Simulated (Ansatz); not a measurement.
Nudged elastic band run: CH₇GaO

Input:

```yaml
crystal:
  periodic: [false, false, false]
  atoms:
    - { symbol: Ga, position_ang: [0.047488, -0.037617, 0.294991] }
    - { symbol: C, position_ang: [0.039435, 0.285194, 2.268583] }
    - { symbol: H, position_ang: [-0.898578, -0.035277, 2.747615] }
    - { symbol: H, position_ang: [0.880914, -0.212342, 2.774574] }
    - { symbol: H, position_ang: [0.143908, 1.362977, 2.4702] }
    - { symbol: H, position_ang: [1.404537, 0.055666, -0.520586] }
    - { symbol: H, position_ang: [-1.331779, 0.087895, -0.505664] }
    - { symbol: O, position_ang: [-0.121509, -2.291485, 0.430713] }
    - { symbol: H, position_ang: [-0.936815, -2.503595, -0.066168] }
    - { symbol: H, position_ang: [-0.341799, -2.482516, 1.363843] }
basis:
  gaussian: { orbitals: def2-mTZVP }
hamiltonian:
  xc: pbe
neb:
  order_check: false
  images: 7
  f_tol: 0.03
  max_iterations: 60
  spring: 0.1
  final_atoms:
    - { symbol: Ga, position_ang: [-0.052076, -0.5158462, -0.67815645] }
    - { symbol: C, position_ang: [0.02314574, -0.12177648, 2.84302198] }
    - { symbol: H, position_ang: [-0.94730742, -0.03812528, 3.34729502] }
    - { symbol: H, position_ang: [0.83000527, -0.07595689, 3.58503405] }
    - { symbol: H, position_ang: [0.13863018, 0.71787545, 2.14277149] }
    - { symbol: H, position_ang: [1.4251746, 0.0034312, -0.76565994] }
    - { symbol: H, position_ang: [-1.40628649, 0.27111446, -0.86729728] }
    - { symbol: O, position_ang: [-0.14377411, -2.29944338, -0.34558554] }
    - { symbol: H, position_ang: [-1.06020175, -2.6317378, -0.31322094] }
    - { symbol: H, position_ang: [0.07849199, -1.08063508, 2.30989862] }
  initial_path:
    images:
      - { positions_ang: [[0.047488, -0.037617, 0.294991], [0.039435, 0.285194, 2.268583], [-0.898578, -0.035277, 2.747615], [0.880914, -0.212342, 2.774574], [0.143908, 1.362977, 2.4702], [1.404537, 0.055666, -0.520586], [-1.331779, 0.087895, -0.505664], [-0.121509, -2.291485, 0.430713], [-0.936815, -2.503595, -0.066168], [-0.341799, -2.482516, 1.363843]] }
      - { positions_ang: [[0.03411549, -0.03257327, 0.21890696], [0.03051808, 0.21864651, 2.28152458], [-0.92232896, -0.09808634, 2.73567619], [0.85430803, -0.33039629, 2.75559865], [0.16669453, 1.28360069, 2.52111745], [1.39097556, 0.03505109, -0.59043683], [-1.34105379, 0.0577591, -0.57637177], [-0.15777553, -2.21178009, 0.4933902], [-0.87057589, -2.51214225, -0.06235983], [-0.29907552, -2.18117916, 1.4810554]] }
      - { positions_ang: [[0.02074298, -0.02752953, 0.14282293], [0.02160117, 0.15209901, 2.29446615], [-0.94607992, -0.16089568, 2.72373739], [0.82770205, -0.44845057, 2.73662329], [0.18948106, 1.20422438, 2.5720349], [1.37741413, 0.01443618, -0.66028765], [-1.35032858, 0.02762321, -0.64707955], [-0.19404205, -2.13207517, 0.55606739], [-0.80433679, -2.52068949, -0.05855166], [-0.25635204, -1.87984233, 1.5982678]] }
      - { positions_ang: [[0.00737046, -0.0224858, 0.06673889], [0.01268425, 0.08555152, 2.30740773], [-0.96983088, -0.22370502, 2.71179858], [0.80109608, -0.56650486, 2.71764794], [0.21226758, 1.12484807, 2.62295235], [1.36385269, -0.00617873, -0.73013848], [-1.35960336, -0.00251269, -0.71778732], [-0.23030858, -2.05237026, 0.61874459], [-0.73809768, -2.52923674, -0.05474348], [-0.21362856, -1.57850549, 1.7154802]] }
      - { positions_ang: [[-0.00600205, -0.01744207, -0.00934514], [0.00376734, 0.01900402, 2.32034931], [-0.99358184, -0.28651436, 2.69985978], [0.7744901, -0.68455915, 2.69867259], [0.23505411, 1.04547176, 2.6738698], [1.35029125, -0.02679364, -0.79998931], [-1.36887815, -0.03264859, -0.7884951], [-0.26657511, -1.97266534, 0.68142178], [-0.67185858, -2.53778399, -0.05093531], [-0.17090508, -1.27716865, 1.8326926]] }
      - { positions_ang: [[-0.01752054, -0.1420431, -0.17654797], [0.00861194, -0.0161911, 2.45101748], [-0.98201323, -0.22441709, 2.86171859], [0.78836889, -0.53240858, 2.92026295], [0.21094813, 0.96357269, 2.54109522], [1.36901209, -0.01923743, -0.79140697], [-1.37823024, 0.04329217, -0.80819564], [-0.23587486, -2.05435985, 0.42466995], [-0.76894437, -2.56127244, -0.11650672], [-0.10855581, -1.22803526, 1.9519941]] }
      - { positions_ang: [[-0.02903902, -0.26664413, -0.3437508], [0.01345654, -0.05138623, 2.58168564], [-0.97044463, -0.16231982, 3.0235774], [0.80224768, -0.38025802, 3.14185332], [0.18684215, 0.88167361, 2.40832065], [1.38773292, -0.01168122, -0.78282462], [-1.38758232, 0.11923293, -0.82789619], [-0.20517461, -2.13605436, 0.16791812], [-0.86603016, -2.58476089, -0.18207813], [-0.04620654, -1.17890187, 2.07129561]] }
      - { positions_ang: [[-0.04055751, -0.39124517, -0.51095362], [0.01830114, -0.08658135, 2.71235381], [-0.95887602, -0.10022255, 3.18543621], [0.81612647, -0.22810746, 3.36344368], [0.16273616, 0.79977453, 2.27554607], [1.40645376, -0.00412501, -0.77424228], [-1.39693441, 0.1951737, -0.84759673], [-0.17447436, -2.21774887, -0.08883371], [-0.96311596, -2.60824934, -0.24764953], [0.01614272, -1.12976847, 2.19059711]] }
      - { positions_ang: [[-0.052076, -0.5158462, -0.67815645], [0.02314574, -0.12177648, 2.84302198], [-0.94730742, -0.03812528, 3.34729502], [0.83000527, -0.07595689, 3.58503405], [0.13863018, 0.71787545, 2.14277149], [1.4251746, 0.0034312, -0.76565994], [-1.40628649, 0.27111446, -0.86729728], [-0.14377411, -2.29944338, -0.34558554], [-1.06020175, -2.6317378, -0.31322094], [0.07849199, -1.08063508, 2.30989862]] }
```

Run as:

```bash
$ ansatz run input.yaml --threads 2 --pin off --max-ram 3072MiB --backend cpu --events-out ev --progress --plain --runs-dir out
```

Output, in part (warnings, iteration lines, the closing report on the highest movable image, with atoms numbered from 0):

```
NEB end point (image 0): max|allowed force component| = 2.980e-2 eV/Å (the criterion of neb.relax_end_points is 1.000e-2)
NEB end point (image 8): max|allowed force component| = 2.772e-2 eV/Å (the criterion of neb.relax_end_points is 1.000e-2)
NEB iter   1: max|band force component| = 8.335e0 eV/Å  barrier→ = 2.6201 eV  barrier← = 3.0908 eV  Δτ_max = 0.2000 Å  (253 SCF iters)
NEB iter   2: max|band force component| = 2.792e0 eV/Å  barrier→ = 1.5244 eV  barrier← = 1.9951 eV  Δτ_max = 0.2000 Å  (240 SCF iters)
NEB iter   3: max|band force component| = 1.948e0 eV/Å  barrier→ = 1.1652 eV  barrier← = 1.6359 eV  Δτ_max = 0.1991 Å  (222 SCF iters)
NEB iter   4: max|band force component| = 3.580e-1 eV/Å  barrier→ = 0.9491 eV  barrier← = 1.4198 eV  CI = image 4  Δτ_max = 0.1215 Å  (206 SCF iters)
NEB iter   5: max|band force component| = 2.060e-1 eV/Å  barrier→ = 0.8938 eV  barrier← = 1.3645 eV  CI = image 4  Δτ_max = 0.0532 Å  (207 SCF iters)
NEB iter   6: max|band force component| = 1.200e-1 eV/Å  barrier→ = 0.8814 eV  barrier← = 1.3521 eV  CI = image 4  Δτ_max = 0.0400 Å  (211 SCF iters)
NEB iter   7: max|band force component| = 6.144e-2 eV/Å  barrier→ = 0.8787 eV  barrier← = 1.3494 eV  CI = image 4  Δτ_max = 0.0213 Å  (214 SCF iters)
NEB iter   8: max|band force component| = 2.679e-2 eV/Å  barrier→ = 0.8782 eV  barrier← = 1.3489 eV  CI = image 4  Δτ_max = 0.0000 Å  (476 SCF iters)
Total energy: -55564.27430473 eV, -2041.9494178811 hartree
Atom 0 at     0.010927    -0.193359     0.005595 Å, force    -0.001496    -0.003976     0.014988 eV/Å
Atom 1 at    -0.043873    -0.165687     2.233005 Å, force    -0.000820     0.011351    -0.027152 eV/Å
Atom 2 at    -0.995333    -0.251164     2.775745 Å, force    -0.000210    -0.006396     0.006316 eV/Å
Atom 3 at     0.785520    -0.487099     2.879248 Å, force     0.000873    -0.004849     0.003519 eV/Å
Atom 4 at     0.118423     0.922274     2.094677 Å, force    -0.002944    -0.008902     0.006143 eV/Å
Atom 5 at     1.454510     0.192258    -0.471717 Å, force     0.006299     0.003966    -0.004923 eV/Å
Atom 6 at    -1.389250     0.297219    -0.522090 Å, force    -0.002974     0.000016    -0.002521 eV/Å
Atom 7 at    -0.038140    -2.160786     0.471358 Å, force     0.003845    -0.014307     0.009355 eV/Å
Atom 8 at    -0.921580    -2.552286     0.328749 Å, force    -0.005489     0.006886    -0.002047 eV/Å
Atom 9 at    -0.095402    -1.372469     1.463530 Å, force     0.002917     0.016211    -0.003678 eV/Å
Dipole moment:    -0.252159     0.010532     0.136149 e Å
```

It converged. Another band between the same ends (7 images) ends at a top of the same energy, where a vibrational analysis finds 1 clearly imaginary mode. The orbitals stay closed-shell, which can raise the energy where a bond breaks towards radicals; this wasn't checked here.

Final band (atoms are numbered from 1 in the order of the input):

| image | path coordinate (Å) | energy (eV) | Ga1–C2 (Å) | O8–H10 (Å) | C2–H10 (Å) |
| --- | --- | --- | --- | --- | --- |
| 0 | 0.00 | 0.00 | 2.00 | 0.98 | 2.94 |
| 1 | 0.44 | 0.01 | 2.00 | 0.98 | 2.64 |
| 2 | 0.88 | 0.11 | 2.02 | 0.98 | 2.21 |
| 3 | 1.32 | 0.41 | 2.08 | 1.02 | 1.83 |
| 4 | 1.76 | 0.88 | 2.23 | 1.27 | 1.43 |
| 5 | 2.33 | 0.03 | 2.55 | 1.81 | 1.13 |
| 6 | 2.90 | -0.37 | 2.90 | 2.25 | 1.10 |
| 7 | 3.47 | -0.46 | 3.19 | 2.64 | 1.10 |
| 8 | 4.03 | -0.47 | 3.54 | 2.93 | 1.10 |

Time of the run: 2.5 min on 2 threads of AMD EPYC (Zen 3), on a shared host, peak memory 0.2 GiB.
